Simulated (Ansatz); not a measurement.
Relaxation of F₂H₅HfNO₂ (11 atoms, charge 0, multiplicity 1), to a largest force component of 0.03 eV/Å in at most 50 steps.

Computed with RKS PBE0/def2-SVP in Ansatz 0.2.0.

```xyz
11
Properties=species:S:1:pos:R:3:forces:R:3
Hf 0.388 -0.517 -0.371 0.76 -0.78 1.31
O -0.560 -0.320 2.741 0.67 -0.39 -0.39
H -1.219 -1.004 2.906 -0.02 0.01 0.01
F 1.191 -0.687 -2.097 0.01 0.01 0.00
F 0.413 1.376 -0.080 0.01 0.01 0.00
O -1.292 -1.435 -0.510 0.03 0.01 0.01
H -2.188 -1.688 -0.722 0.00 0.01 0.00
N 1.656 -1.574 1.018 -0.98 0.82 -0.89
H 1.641 -2.586 1.135 0.01 0.01 0.00
H 2.579 -1.239 1.291 0.00 -0.01 0.00
H 0.277 -0.833 2.642 -0.49 0.31 -0.04
```

Where does it end, and by what steps?

The forces met the threshold. The force dipped under the threshold on the way, but the program's further checks kept it going. After 26 steps the energy has fallen by 0.547 eV; H3 moved furthest, 0.94 Å. Joined: Hf1–O2 (3.26 → 2.35 Å).

| step | energy less start (eV) | largest force component (eV/Å) | accepted |
| --- | --- | --- | --- |
| 0 | 0.0000 | 1.314 | yes |
| 1 | -0.1529 | 1.093 | yes |
| 2 | -0.3071 | 0.843 | yes |
| 3 | -0.4329 | 0.860 | yes |
| 4 | -0.4611 | 0.565 | yes |
| 5 | -0.4707 | 0.478 | yes |
| 6 | -0.4846 | 0.435 | yes |
| 7 | -0.4905 | 0.288 | yes |
| 8 | -0.4942 | 0.198 | yes |
| 9 | -0.4993 | 0.237 | yes |
| 10 | -0.5030 | 0.379 | yes |
| 11 | -0.5065 | 0.308 | yes |
| 12 | -0.5118 | 0.261 | yes |
| 13 | -0.5158 | 0.144 | yes |
| 14 | -0.5186 | 0.387 | yes |
| 15 | -0.5231 | 0.290 | yes |
| 16 | -0.5297 | 0.156 | yes |
| 17 | -0.5326 | 0.123 | yes |
| 18 | -0.5384 | 0.150 | yes |
| 19 | -0.5376 | 0.515 | no |
| 20 | -0.5418 | 0.073 | yes |
| 21 | -0.5453 | 0.035 | yes |
| 22 | -0.5427 | 0.542 | no |
| 23 | -0.5466 | 0.012 | yes |
| 24 | -0.5468 | 0.173 | yes |
| 25 | -0.5470 | 0.054 | yes |
| 26 | -0.5473 | 0.017 | yes |

```xyz
11
Properties=species:S:1:pos:R:3
Hf 0.391 -0.519 0.075
O -0.668 -0.291 2.166
H -1.389 -0.921 1.982
F 0.604 -0.621 -1.839
F 0.769 1.360 0.319
O -1.357 -1.495 0.092
H -1.848 -1.839 -0.658
N 1.891 -1.655 0.858
H 1.907 -2.670 0.928
H 2.834 -1.313 1.034
H -0.246 -0.542 2.995
```

Whether the end is a true minimum wasn't checked by a vibrational analysis.

Run time: 4.2 min on 4 threads of AMD EPYC 7571, on a shared host, peak memory 0.37 GiB.
